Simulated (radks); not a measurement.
Values are calculated unless marked as measured or tabulated.
Problem. Nd2+, 58 electrons, occupied as [Xe] 4f3 7p1 (not the ground configuration). Code: a radial shooting solver on a logarithmic mesh with Libxc functionals. Model: scalar-relativistic Kohn-Sham, r2SCAN, spin-unpolarised, spherical densities, finite nucleus; meta-GGA in the generalised Kohn-Sham scheme; Fermi nuclear charge, rms radius 4.9123 fm. Some entries of the table are withheld. Estimate them.

| orbital | occ. | eigenvalue (eV) | <1/r> (bohr^-1) |
|---|---|---|---|
| 1s | 2 | -43493.66 | 66.04 |
| 2s | 2 | -7077.313 | 15.27 |
| 2p | 6 | -6326.170 | 14.39 |
| 3s | 2 | -1564.614 | 5.579 |
| 3p | 6 | -1326.414 | (1) |
| 3d | 10 | -996.1090 | (2) |
| 4s | 2 | (3) | 2.325 |
| 4p | 6 | -257.2898 | 2.145 |
| 4d | 10 | (4) | 1.880 |
| 5s | 2 | -64.4767 | 0.9146 |
| 5p | 6 | -44.6403 | (5) |
| 4f | 3 | -26.1232 | 1.339 |
| 7p | 1 | -6.5619 | (6) |

Solution. 
(1) 3p <1/r> (bohr^-1): 5.264
(2) 3d <1/r> (bohr^-1): 4.987
(3) 4s eigenvalue (eV): -335.9023
(4) 4d eigenvalue (eV): -145.0864
(5) 5p <1/r> (bohr^-1): 0.7912
(6) 7p <1/r> (bohr^-1): 0.1663
